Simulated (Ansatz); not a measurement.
Reaction (formal exchange of groups at the Se–Ga bond): `[CH3][Ga]([F])[SeH]` + `CO[SiH2]C` → `CO[SiH](C)[SeH]` + `[CH3][GaH][F]`

Program: Ansatz. Geometries: PBE0-D4/def2-TZVP. ΔE: electronic, gas phase. CCSD(T)/CBS adds triple-zeta CCSD(T) − MP2 to the extrapolated MP2 energy (def2 sets, frozen cores). Functionals use def2-TZVPP. B3LYP here is the variant with VWN-RPA as its local correlation; programs differ in this. For Ga, Se outer-core shells are correlated without core-valence functions, which leaves a few kJ/mol of doubt a bond. Scalar relativity is left out up to krypton. Each species was taken in one conformer, which may not be the lowest.

**Question.** Is it downhill or uphill in electronic energy at CCSD(T)/CBS, and by how much? (Estimate.)

**Answer.** Computed: Uphill: ΔE = +33.1 kJ/mol.

**Question.** What do these levels give: r2SCAN-D4, B2PLYP, B3LYP, MP2/def2-TZVPP, HF/def2-QZVPP, HF/CBS(def2)? (An estimate is asked.)

**Answer.** Computed: r2SCAN-D4 32.7, B2PLYP 37.6, B3LYP 38.9, MP2/def2-TZVPP 34.7, HF/def2-QZVPP 43.9, HF/CBS(def2) 43.8 kJ/mol.

Largest T1 diagnostic among the species: 0.013.

The D4 term adds −5.0 kJ/mol with B3LYP and −2.7 kJ/mol with PBE0; it sums over pairs of atoms, weighted by their polarisabilities, and B3LYP, whose exchange is more repulsive, gets the larger term. In def2-TZVPP, CCSD(T) changes the Hartree–Fock value by −8.6 kJ/mol (the triples alone add −1.0 kJ/mol) and MP2 by −10.3 kJ/mol.
